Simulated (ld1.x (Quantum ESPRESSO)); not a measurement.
# An all-electron radial function and its pseudo partner (tantalum)

Columns: radius, all-electron u(r) and pseudo u(r) of the 6s shell (level -11.91 eV) of tantalum in the configuration [Xe] 4f14 5d3 6s1 6p0; LDA (PZ), scalar-relativistic, TM scheme, ld1.x (Quantum ESPRESSO) 7.5.

| r (bohr) | all-electron | pseudo |
| --- | --- | --- |
| 0.158 | 0.1367 | -0.0142 |
| 0.315 | -0.1742 | -0.0295 |
| 0.473 | -0.0940 | -0.0472 |
| 0.630 | 0.1629 | -0.0684 |
| 0.788 | 0.3074 | -0.0950 |
| 0.945 | 0.3047 | -0.1283 |
| 1.102 | 0.2047 | -0.1698 |
| 1.260 | 0.0577 | -0.2210 |
| 1.418 | -0.0996 | -0.2816 |
| 1.575 | -0.2455 | -0.3495 |
| 1.732 | -0.3708 | -0.4212 |
| 1.890 | -0.4725 | -0.4918 |
| 2.047 | -0.5493 | -0.5544 |
| 2.205 | -0.6040 | -0.6044 |
| 2.362 | -0.6388 | -0.6385 |
| 2.520 | -0.6570 | -0.6569 |
| 2.678 | -0.6613 | -0.6613 |
| 2.835 | -0.6545 | -0.6545 |
| 2.992 | -0.6391 | -0.6391 |
| 3.150 | -0.6169 | -0.6169 |
| 3.308 | -0.5897 | -0.5897 |
| 3.465 | -0.5594 | -0.5594 |
| 3.622 | -0.5269 | -0.5269 |
| 3.780 | -0.4930 | -0.4930 |
| 3.938 | -0.4588 | -0.4588 |
| 4.095 | -0.4251 | -0.4251 |

How many radial nodes do the two functions have?

The all-electron 6s function has n − l − 1 = 5 (the table is too coarse to show those close to the nucleus); the pseudo-wave has 0, since the states of the same l below it are removed with the core.

At about which radius was the pseudo-wave matched?

2.80 bohr. The columns agree to 0.0005 from 2.21 bohr on; several derivatives are matched, so the curves merge somewhat inside the radius.

Is the pseudo-wave norm-conserving?

Yes: the TM scheme keeps the norm inside the radius equal to the all-electron one, which fixes the energy derivative of the logarithmic derivative at the level.
